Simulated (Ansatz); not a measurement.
Consider the homolysis of the B–O bond: `CN(C)B(O)O` → `CN(C)[B]O`• + `[OH]`•.

Gas-phase electronic energies from Ansatz, PBE0-D4/def2-TZVP geometries. CBS: MP2 limit from def2 TZ/QZ plus the TZ coupled-cluster correction, frozen cores. This one scheme is used for every species. DFT in def2-TZVPP. No spin–orbit coupling; open shells (•) take unrestricted orbitals. Each species was taken in one conformer, which may not be the lowest.

CCSD(T)/CBS gives +635.1 kJ/mol.

Task: Another level gave +598.1 kJ/mol. Which?
A. CAM-B3LYP-D4/def2-TZVPP
B. SCS-MP2/def2-TZVPP
C. r2SCAN0/def2-TZVPP
D. r2SCAN-D4/def2-TZVPP

Result: C. r2SCAN0 598.1, SCS-MP2/def2-TZVPP 638.2, CAM-B3LYP-D4 624.9, r2SCAN-D4 604.5 kJ/mol.

Largest T1 diagnostic among the species: 0.013.

From r2SCAN to r2SCAN0 (25 % exact exchange), in def2-TZVPP and without D4, ΔE moves by −5.0 kJ/mol: exact exchange takes away binding that semilocal exchange gives to molecules. At CCSD(T), def2-SVP lies −16.1 kJ/mol from the extrapolated value and def2-TZVPP −12.3 kJ/mol: correlation converges slowly with the basis, and small sets miss more of it in the bonded molecule than in its fragments. The D4 term adds +7.1 kJ/mol with B3LYP and +3.9 kJ/mol with PBE0; it sums over pairs of atoms, weighted by their polarisabilities, and B3LYP, whose exchange is more repulsive, gets the larger term.

CCSD(T)/CBS has its own doubt, a few kJ/mol and more with outer-core shells, so smaller differences from it don't rank the levels.

B3LYP here is the variant with VWN-RPA as its local correlation; programs differ in this.
